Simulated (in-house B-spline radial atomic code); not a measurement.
A calculation on Rb⁶⁺: its settings, and results tabulated from the run. Method: scalar-relativistic (X2C) BHandHLYP, spin-polarised, spherical fractional occupations, exact exchange averaged over the configuration, Fermi nucleus of rms radius 4.2036 fm. Calculated with a radial B-spline atomic code at the basis-set limit.

Command:
```bash
python run_scf.py task.json out
```
Settings (nuclear radius in fm, mass in u):
```
Z                37
configuration    [Ar] 3d10 4s2 4p1
hamiltonian      x2c
method           bhandhlyp
spin_polarised   True
nucleus          fermi
rms_radius       4.2036
atomic_mass      84.91179
speed_of_light   137.035999084
exact_exchange   averaged over the configuration
```

Output (hartree, bohr):
```
 radial grid: 67 intervals, B-splines of order 8, outer radius 15.5224 bohr

 iter        energy (Eh)    residual
    1       -2961.838244    6.54e-01
    2       -2967.599885    5.44e-01
    3       -2970.754348    1.12e-01
    4       -2970.904674    2.12e-02
    5       -2970.908600    1.31e-02
    6       -2970.910745    4.70e-04
    7       -2970.910746    1.02e-04
    8       -2970.910746    6.93e-06
    9       -2970.910746    1.44e-07

 total energy                     -2970.91075
 kinetic                            3055.6396
 electron-nucleus                  -7071.3982
 Hartree                            1143.6140
 exact exchange                      -48.4541
 exchange-correlation                -50.3121

 orbital      occ     eigenvalue          <r>       <r^2>       <1/r>       r_max
 1s up      1.000      -560.2844    0.0398433  0.00215042      38.865     0.02577
 1s down    1.000      -560.2768    0.0398429  0.00215037     38.8653     0.02577
 2s up      1.000       -78.9681     0.177216   0.0370972      8.6202      0.1493
 2s down    1.000       -78.9636      0.17721   0.0370941     8.62027      0.1493
 2p up      3.000       -70.3097     0.154888   0.0293639      8.2592      0.1194
 2p down    3.000       -70.3013     0.154896   0.0293665     8.25873      0.1194
 3s up      1.000       -15.0432     0.507665    0.295803     2.85268      0.4499
 3s down    1.000       -15.0314     0.507647    0.295715     2.85199        0.45
 3p up      3.000       -12.2093     0.515992    0.310749     2.67019      0.4459
 3p down    3.000       -12.1942     0.515965    0.310601     2.66949      0.4461
 3d up      5.000        -7.5240     0.518557    0.327001      2.4071      0.3928
 3d down    5.000        -7.5140       0.5178     0.32575     2.40904      0.3928
 4s up      1.000        -4.1989      1.30994     1.92637      1.0272       1.195
 4s down    1.000        -4.1000      1.31074     1.93086     1.02802       1.192
 4p up      1.000        -3.4779      1.42884     2.30251    0.928111       1.295
```

Cost of the run: 0.69 s on 1 thread of Intel(R) Xeon(R) Platinum 8375C CPU @ 2.90GHz, with other jobs on the host.

One-electron X2C: radii and densities carry no picture-change correction, so inner-shell <1/r> comes out high (for 1s by about 2 % at Z = 33, 5 % at 54, 10 % at 75, 30 % at 118) and <r> low.
